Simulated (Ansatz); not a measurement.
Breaking the C5–H7 bond in C2H5Ga (SMILES C=[CH][GaH2]) (multiplicity 1 held, fragments rigid). Energies count from the point at 1.087 Å.
Geometry at that point (charge 0, multiplicity 1):
```xyz
8

Ga    -0.0872     0.1010     0.7331
H     -0.7654     1.5190     0.7893
H      0.2279    -0.7070     2.0423
C      0.3454    -0.6089    -1.0414
C      0.0737     0.0855    -2.1491
H      0.8153    -1.5827    -1.1577
H      0.3034    -0.2854    -3.1448
H     -0.3946     1.0646    -2.1111
```

Restricted levels (R-, RO-) in cc, def2 and unpolarised 6-31G sets keep to the state of the molecule at rest. Unrestricted levels (U-) break spin symmetry where that is lower. Active spaces are followed from a long bond inwards. Levels need not reach the same state.

Cores are frozen in the correlated methods. Filled d and f shells under p-block atoms count as core.

Run with Ansatz (an electronic-structure program) with Gaussian orbitals. Each number belongs to the level named beside it.

Energies in eV.

```json
[
 {"R (Å)": "0.870", "R-wB97X-V/cc-pVTZ": "1.28", "U-MP2/cc-pVTZ": "1.26", "SC-NEVPT2 on CASSCF(2,2)/cc-pVTZ": "1.29", "FIC-MRCISD+Q on CASSCF(2,2)/cc-pVTZ": "1.26"},
 {"R (Å)": "0.978", "R-wB97X-V/cc-pVTZ": "0.26", "U-MP2/cc-pVTZ": "0.24", "SC-NEVPT2 on CASSCF(2,2)/cc-pVTZ": "0.27", "FIC-MRCISD+Q on CASSCF(2,2)/cc-pVTZ": "0.25"},
 {"R (Å)": "1.087", "R-wB97X-V/cc-pVTZ": "0.00", "U-MP2/cc-pVTZ": "0.00", "SC-NEVPT2 on CASSCF(2,2)/cc-pVTZ": "0.00", "FIC-MRCISD+Q on CASSCF(2,2)/cc-pVTZ": "0.00"},
 {"R (Å)": "1.196", "R-wB97X-V/cc-pVTZ": "0.16", "U-MP2/cc-pVTZ": "0.17", "SC-NEVPT2 on CASSCF(2,2)/cc-pVTZ": "0.15", "FIC-MRCISD+Q on CASSCF(2,2)/cc-pVTZ": "0.16"},
 {"R (Å)": "1.305", "R-wB97X-V/cc-pVTZ": "0.54", "U-MP2/cc-pVTZ": "0.56", "SC-NEVPT2 on CASSCF(2,2)/cc-pVTZ": "0.51", "FIC-MRCISD+Q on CASSCF(2,2)/cc-pVTZ": "0.54"},
 {"R (Å)": "1.468", "R-wB97X-V/cc-pVTZ": "1.30", "U-MP2/cc-pVTZ": "1.32", "SC-NEVPT2 on CASSCF(2,2)/cc-pVTZ": "?", "FIC-MRCISD+Q on CASSCF(2,2)/cc-pVTZ": "1.27"},
 {"R (Å)": "1.631", "R-wB97X-V/cc-pVTZ": "2.11", "U-MP2/cc-pVTZ": "2.38", "SC-NEVPT2 on CASSCF(2,2)/cc-pVTZ": "1.95", "FIC-MRCISD+Q on CASSCF(2,2)/cc-pVTZ": "2.01"},
 {"R (Å)": "1.902", "R-wB97X-V/cc-pVTZ": "3.36", "U-MP2/cc-pVTZ": "4.10", "SC-NEVPT2 on CASSCF(2,2)/cc-pVTZ": "3.01", "FIC-MRCISD+Q on CASSCF(2,2)/cc-pVTZ": "3.09"},
 {"R (Å)": "2.174", "R-wB97X-V/cc-pVTZ": "4.42", "U-MP2/cc-pVTZ": "4.75", "SC-NEVPT2 on CASSCF(2,2)/cc-pVTZ": "3.79", "FIC-MRCISD+Q on CASSCF(2,2)/cc-pVTZ": "3.86"},
 {"R (Å)": "2.500", "R-wB97X-V/cc-pVTZ": "5.43", "U-MP2/cc-pVTZ": "5.03", "SC-NEVPT2 on CASSCF(2,2)/cc-pVTZ": "4.35", "FIC-MRCISD+Q on CASSCF(2,2)/cc-pVTZ": "4.43"},
 {"R (Å)": "2.935", "R-wB97X-V/cc-pVTZ": "6.42", "U-MP2/cc-pVTZ": "5.15", "SC-NEVPT2 on CASSCF(2,2)/cc-pVTZ": "4.69", "FIC-MRCISD+Q on CASSCF(2,2)/cc-pVTZ": "4.76"},
 {"R (Å)": "3.479", "R-wB97X-V/cc-pVTZ": "7.27", "U-MP2/cc-pVTZ": "5.18", "SC-NEVPT2 on CASSCF(2,2)/cc-pVTZ": "?", "FIC-MRCISD+Q on CASSCF(2,2)/cc-pVTZ": "4.89"}
]
```

Complete the blanks.


- 3.479, SC-NEVPT2 on CASSCF(2,2)/cc-pVTZ: 4.81
- 1.468, SC-NEVPT2 on CASSCF(2,2)/cc-pVTZ: 1.21

Doubts at one or more of the structures used: a restricted determinant that unrestricted orbitals would lower (R-wB97X-V/cc-pVTZ); a spin-contaminated determinant (U-MP2/cc-pVTZ).
